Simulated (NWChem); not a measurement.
Atomisation of CH6BClO

SMILES: BCl.CO
```xyz
10

B      0.9974     0.1412     0.3402
H      0.9222     0.5245     1.5025
H      2.0634     0.3135    -0.2335
Cl     0.2490    -1.5126     0.0746
C     -1.3197     1.3981     0.0043
O      0.0179     1.1844    -0.5075
H     -1.2868     1.8759     1.0042
H     -1.7615     0.3893     0.0869
H     -1.8880     2.0115    -0.7202
H      0.5056     2.0297    -0.5754
```
Charge 0, spin multiplicity 1.

All runs are NWChem calculations. Structure: optimised with PBE/def2-SVP, a minimum by its harmonic frequencies.

Basis set: def2-TZVP. The atomisation energy is electronic alone: no zero-point, thermal, spin-orbit or counterpoise terms. No value is extrapolated to the basis-set limit. Free atoms are single determinants with multiplicities B 2, H 2, Cl 2, C 3, O 3. Correlated methods freeze the same cores in atoms and molecule, 8 orbitals in all.

The structure started from a generated list of species. The stability of the SCF solutions was not checked. Open-shell Hartree-Fock references start from PBE0 orbitals.

Problem. Order these methods by the atomisation energy they give, lowest first: BHandHLYP, PBE, r2SCAN, M06-2X, MP2, PBE0.

Solution. BHandHLYP (798.9 kcal/mol), MP2 (808.2 kcal/mol), PBE0 (822.5 kcal/mol), r2SCAN (828.1 kcal/mol), M06-2X (829.1 kcal/mol), PBE (834.8 kcal/mol)
